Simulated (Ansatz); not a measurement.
```yaml
crystal:
  periodic: [false, false, false]
  atoms:
    - {symbol: O, position_ang: [-1.760762, 0.373520, 1.531316]}
    - {symbol: In, position_ang: [-0.027706, -0.584554, 0.709860]}
    - {symbol: O, position_ang: [1.767139, -0.079226, 1.695845]}
    - {symbol: O, position_ang: [-0.426260, -2.363062, 0.166902]}
    - {symbol: P, position_ang: [0.282470, 0.957367, -1.300434]}
    - {symbol: H, position_ang: [-1.822141, 0.981171, 2.209621]}
    - {symbol: H, position_ang: [2.351548, -0.632003, 1.579963]}
    - {symbol: H, position_ang: [-1.086684, -2.855864, 0.184730]}
    - {symbol: H, position_ang: [0.718501, 2.309729, -1.471267]}
    - {symbol: H, position_ang: [-0.754099, 0.839315, -2.602627]}
    - {symbol: H, position_ang: [-0.804099, 0.789315, -2.602627]}
basis:
  gaussian: {orbitals: def2-TZVP, final_grid: {core_spheres: 5, valence_spheres: 4, degree: 11}, nuclear_model: gaussian, point_charges: [{charge: 0.50, position_ang: [5.612, -0.788, 0.691]}]}
hamiltonian: {xc: {name: B3LYP}, dispersion: d4}
```

```sh
$ ansatz run in.yaml --threads 8 --pin off --events-out ev --progress --plain --max-ram 20889MiB
```

Output, abridged:

```
Functional definition: B3LYP
1464 factors; their error is unknown
mean field evaluation 1: about -20517.5804 eV, gradient 1.2e2 eV
mean field evaluation 2: about -20259.0645 eV, gradient 2.9e2 eV
mean field evaluation 4: about -20542.0121 eV, gradient 1.9e1 eV
mean field evaluation 8: about -20542.8165 eV, gradient 6.8e-1 eV
mean field evaluation 16: about -20542.8080 eV, gradient 1.5e-2 eV
mean field -20542.80804065 eV, -754.9342710783 hartree, gradient 2.6e-5 eV, S^2 0.000000; 0 other end points of the search recorded, 0 dependent functions left out
reference -20542.80835262 eV, -754.9342825432 hartree; 33, 33 occupied and 183, 183 virtual orbitals, 1464 factors
Total energy: -20543.16985985 eV, -754.9475676888 hartree
```

Something in this input is off. What?

One atom was put on top of another. The calculation finished and met its thresholds. The result belongs to that input, not to the molecule as meant.

B3LYP here is the variant with VWN-RPA as its local correlation; programs differ in this.
